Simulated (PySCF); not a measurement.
## Dipole moment and polarisability of `C/C=C\C(F)(F)F`

Compound: C4H5F3.
Atom-mapped SMILES: `[CH3:1]/[CH:2]=[CH:3]\[C:4]([F:5])([F:6])[F:7]` (hydrogens: H8, H9, H10 on C1; H11 on C2; H12 on C3)

Structure used (GFN2-xTB), in Å, numbered top down from 1:
```xyz
12
C4H5F3 angstrom
C      1.5397   -0.3775    0.1322
C      0.6824    0.8149   -0.0877
C     -0.6417    0.8379   -0.1583
C     -1.5038   -0.3770   -0.0235
F     -2.8052   -0.0717   -0.1285
F     -1.2594   -1.3108   -0.9648
F     -1.3591   -1.0068    1.1599
H      2.2303   -0.4854   -0.7036
H      0.9661   -1.2926    0.2368
H      2.1369   -0.2306    1.0313
H      1.2124    1.7516   -0.1992
H     -1.1974    1.7474   -0.3207
```

Level: wB97X-D/def2-SVPD (PySCF), static field, nuclei fixed, core orbitals frozen in the response. The polarisability tensor in these axes (au):

```
x   65.08 -0.71  1.30
y   -0.71 47.96 -0.94
z    1.30 -0.94 42.05
```

Q: Give the principal values, the mean and the anisotropy Δα = √{½[(α1 − α2)² + (α2 − α3)² + (α1 − α3)²]}.

A: Principal values 41.84, 48.06 and 65.18 au; mean 51.70 au = 7.66 Å³ = 8.52 × 10⁻⁴⁰ C²·m²/J; Δα = 20.94 au (40 % of the mean).

Q: What is the dipole moment, and where does it point?

A: (2.41, 1.63, -0.11) D, 2.91 D in size, pointing from the negative to the positive side. Measured along this direction, the outermost atoms are F5 at the negative end and H11 at the positive end.

Q: In TDDFT the mean static polarisability is Σ f/ω² over all singlet excitations (ω in hartree). How much of it do the 8 lowest give? Their energies (eV) and oscillator strengths: 7.32, 0.4268; 7.93, 0.0106; 8.01, 0.0083; 8.83, 0.0015; 9.03, 0.0059; 9.40, 0.0218; 9.80, 0.0001; 9.99, 0.0524.

A: They add up to 6.76 au, 13.1 % of the 51.70 au; the largest single term is 5.89 au, from the state at 7.32 eV. Terms in order: 5.89, 0.13, 0.10, 0.01, 0.05, 0.18, 0.00, 0.39 au. Higher excitations give the rest. The strengths listed sum to 0.528.

Q: Find the Langevin capture rate constant for H3O+ (19.018 u) meeting this molecule (110.034 u), k = 2.342 × 10⁻⁹ cm³/s × √(α in Å³ / reduced mass in u).

A: The reduced mass is 16.22 u, so k = 1.61 × 10⁻⁹ cm³/s. The formula leaves out the permanent dipole, which adds to the capture rate.

Q: What would n − 1 = 2πNα be for an ideal gas of these molecules at 400 K and 1 atm, electronic part alone?

A: N = p/kT = 1.8347 × 10¹⁹ cm⁻³, so n − 1 = 2π × N × 7.66 × 10⁻²⁴ cm³ = 883 × 10⁻⁶ at long wavelengths, for an ideal gas.

Geometry: GFN2-xTB; no solvent, vibrations or thermal averaging.
